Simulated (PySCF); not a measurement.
**From computed data to an observable: dipole moment from atomic charges**

Ge(SH)(SiH3) (GeH₄SSi), SMILES [SH][Ge][SiH3] (connectivity only; charge and spin as stated), neutral, multiplicity 1. Atoms are numbered in the order given.

```xyz
7

Ge    -0.8279    -0.1928     0.0000
S      0.9800    -1.4914     0.0000
H      0.3358    -2.6858     0.0000
Si     0.5711     1.8414     0.0000
H      2.0507     1.6112     0.0000
H      0.2163     2.6629    -1.2040
H      0.2163     2.6629     1.2040
```
Charge 0, spin multiplicity 1.

Coordinates come from a r2SCAN-D4/def2-SVP optimisation. Other conformers were not sampled.

Charges (e) from r2SCAN/def2-TZVPD run with PySCF:

```csv
atom,ESP fit,IAO
Ge1,-0.029,0.119
S2,-0.227,-0.188
H3,0.177,0.104
Si4,0.397,0.264
H5,-0.102,-0.102
H6,-0.108,-0.099
H7,-0.108,-0.099
```

The dipole moment of the full density is 1.08 D.

Task: What dipole moment does each set of point charges give, and which comes closer to that of the density?

Result: 
μ = Σ q r, and 1 e Å = 4.8032 D.
ESP fit: Σ q r = (-0.168, -0.140, 0.000) e Å, |μ| = 1.05 D.
IAO: Σ q r = (-0.349, -0.227, 0.000) e Å, |μ| = 2.00 D.
ESP fit comes closer in size. Point charges leave out the atoms' own dipoles (lone pairs, polarised bonds); fits to the potential absorb them, partitions of the density don't.
